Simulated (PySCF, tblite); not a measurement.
C3H13NP2Si.
Geometry (GFN2-xTB, Å), atoms numbered from 1 in this order:
```
atom  x, y, z in Å
C1    -1.499   -1.186   -1.037
C2    -0.982   -1.242    0.399
N3    -0.404   -0.003    0.864
C4    -1.349    1.067    1.065
Si5    1.212    0.437    0.465
P6     1.284    1.732   -1.404
P7     2.361   -1.481    0.247
H8    -0.702   -0.856   -1.703
H9    -1.836   -2.170   -1.352
H10   -2.331   -0.491   -1.122
H11   -0.205   -2.010    0.475
H12   -1.799   -1.518    1.076
H13   -2.226    0.691    1.593
H14   -0.883    1.842    1.670
H15   -1.675    1.521    0.122
H16    1.712    1.138    1.663
H17    0.886    2.884   -0.748
H18    2.625    2.056   -1.288
H19    2.223   -1.554   -1.128
H20    3.583   -0.846    0.140
```

The calculation used PBE0/pcSseg-1 in PySCF (dipole) on a GFN2-xTB geometry, gas phase.

Take the most abundant isotopes and a rigid rotor. The values belong to one conformer with, in the numbering `[CH3:1][CH2:2][N:3]([CH3:4])[SiH:5]([PH2:6])[PH2:7]`, C1–C2–N3–C4 70°, C2–N3–Si5–P6 93°, N3–Si5–P6–H 78° and 171°, N3–Si5–P7–H 96° and -172°.

Give the principal moments of inertia and the rotational constants in MHz.

Ia = 371.86, Ib = 427.53, Ic = 592.91 u·Å²; 505379 MHz·u·Å²/I gives A = 1359, B = 1182, C = 852.4 MHz.

What kind of rotor is it?

An asymmetric top. Ray's parameter κ = (2B − A − C)/(A − C) = 0.301; −1 is the prolate and +1 the oblate limit.

What does the inertial defect say?

Not planar: Δ = Ic − Ia − Ib = -206.47 u·Å². For a rigid frame Δ = −2 Σ m c², so Σ m c² = 103.24 u·Å² lies off the ab plane: 24.61 from hydrogen and 78.63 from heavier atoms. The atom farthest from that plane is 2.29 Å away.

List the rotational levels J(Ka,Kc) to J = 3 (MHz).

Above 0(0,0):
J = 1: 1(0,1) 2034, 1(1,1) 2211, 1(1,0) 2541
J = 2: 2(0,2) 5896, 2(1,2) 5951, 2(1,1) 6940, 2(2,1) 7471, 2(2,0) 7678
J = 3: 3(0,3) 11442, 3(1,3) 11453, 3(1,2) 13329, 3(2,2) 13574, 3(2,1) 14339, 3(3,1) 15390, 3(3,0) 15492

Predict some low-J microwave lines.

The dipole components are |μa| = 0.50 D, |μb| = 0.73 D, |μc| = 0.24 D. Intensities carry the squares of the components, which stand as 0.46 : 1.00 : 0.11 (a : b : c). Some lines, for components of 0.1 D or more:

```tsv
type	branch	J(Ka,Kc)	MHz	lower level (cm⁻¹)
b	Q	2(2,0) ← 2(1,1)	738	0.231
a	Q	3(2,1) ← 3(2,2)	765	0.453
a	Q	2(1,1) ← 2(1,2)	989	0.198
b	Q	2(1,1) ← 2(0,2)	1044	0.197
b	Q	3(3,0) ← 3(2,1)	1153	0.478
b	Q	2(2,1) ← 2(1,2)	1520	0.198
b	Q	3(3,1) ← 3(2,2)	1816	0.453
a	Q	3(1,2) ← 3(1,3)	1876	0.382
b	Q	3(1,2) ← 3(0,3)	1887	0.382
b	R	1(1,1) ← 0(0,0)	2211	0.000
b	R	2(0,2) ← 1(1,1)	3685	0.074
c	R	2(2,0) ← 1(1,0)	5137	0.085
b	R	3(1,2) ← 2(2,1)	5858	0.249
a	R	3(2,2) ← 2(2,1)	6103	0.249
c	R	3(2,2) ← 2(1,2)	7623	0.198
b	R	3(3,1) ← 2(2,0)	7712	0.256
c	R	3(3,0) ← 2(2,0)	7814	0.256
b	R	3(3,0) ← 2(2,1)	8021	0.249
b	R	3(2,1) ← 2(1,2)	8388	0.198
```

Estimate the classical rotational partition function at 10 K, 50 K and 500 K.

Point group C1, symmetry number σ = 1; q = (√π/σ)·√((kT/h)³/(ABC)), k/h = 20836.6 MHz/K: 4560 at 10 K, 50900 at 50 K, 1610000 at 500 K.

Its GFN2-xTB frequencies are all real (lowest 35 cm⁻¹). These are rigid-rotor constants of the computed structure; measured ground-state constants (B0) also hold zero-point vibration. A rigid rotor knows nothing of internal rotation, which can split or shift real lines. Quadrupole hyperfine structure (14N) is left out.
